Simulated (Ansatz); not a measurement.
Cost and result for the atomization energy of CH7BClNSi, SMILES `C[SiH2]NBCl` (12 atoms, 11 bonds).

```xyz
12

C    -0.407    0.758   -1.740
Si    0.267   -0.587   -0.642
N    -0.304   -0.418    1.005
B     0.461   -0.062    2.113
Cl   -0.291    0.081    3.709
H    -1.499    0.744   -1.755
H    -0.056    0.625   -2.766
H    -0.083    1.742   -1.392
H    -0.175   -1.913   -1.154
H     1.747   -0.541   -0.578
H    -1.287   -0.586    1.177
H     1.629    0.157    2.024
```

The species carries charge 0 and has multiplicity 1. The geometry is a stationary point of PBE0-D4/def2-TZVP. It is one conformer, not always the lowest. Program: Ansatz. All runs use 4 threads of an Arm Neoverse V1 on a shared host. Times are those of one run each, without the atoms' runs, and a repeat can differ threefold. Electronic energies, without spin–orbit coupling; frozen cores. CCSD(T)/CBS adds CCSD(T) − MP2 in def2-TZVPP to the MP2 limit, and its time is that of the two runs behind it. T1 = 0.011. B3LYP takes the VWN-RPA correlation (the form of Gaussian; ORCA's B3LYP/G). HSE06 is the plane-wave form, built on full-range PBE exchange.

CCSD(T)/CBS is a level of theory with its own doubt, some kJ/mol a heavy atom from the limit and from the frozen cores, so smaller differences don't rank the functionals.

```tsv
level	functions	wall time	atomization (kJ/mol)	difference from CCSD(T)/CBS	per bond
BLYP-D4/def2-TZVPP	275	2.4 s	4346.6	-11.2	-1.0
PBE-D4/def2-TZVPP (with forces)	275	2.9 s	4412.5	54.7	5.0
BHLYP-D4/def2-TZVPP	275	3.6 s	4289.5	-68.3	-6.2
HSE06-D4/def2-TZVPP	275	4 s	4370.3	12.5	1.1
r2SCAN-D4/def2-TZVPP (with forces)	275	6 s	4375.5	17.7	1.6
B3LYP-D4/def2-TZVPP (with forces)	275	6 s	4373.3	15.5	1.4
r2SCANh-D4/def2-TZVPP	275	6 s	4357.3	-0.5	0.0
CCSD(T)/def2-SVP	113	6 s	4118.4	-239.4	-21.8
B2PLYP/def2-TZVPP	275	6.5 s	4324.2	-33.6	-3.1
ωB97M-V/def2-TZVPP (with forces)	275	14 s	4389.2	31.4	2.8
MP2/def2-QZVPP	521	27 s	4366.0	8.2	0.7
CCSD(T)/def2-TZVPP	275	3.4 min	4248.8	-109.0	-9.9
CCSD(T)/CBS(def2)	–	3.8 min	4357.8	0.0	0.0
```

In def2-TZVPP, CCSD(T) changes the Hartree–Fock value by +951.1 kJ/mol (the triples alone add +53.5 kJ/mol) and MP2 by +1003.5 kJ/mol; breaking electron pairs costs correlation energy, which Hartree–Fock lacks. Leaving LDA and LC-ωPBE aside and taking each functional with its dispersion term where it has one, the values spread over 123.0 kJ/mol, from BHLYP-D4 to PBE-D4. LDA lies +520.5 kJ/mol from PBE without D4, its usual overbinding. From BLYP to BHLYP (50 % exact exchange), in def2-TZVPP and without D4, the atomization energy moves by −32.9 kJ/mol: exact exchange takes away binding that semilocal exchange gives to molecules.
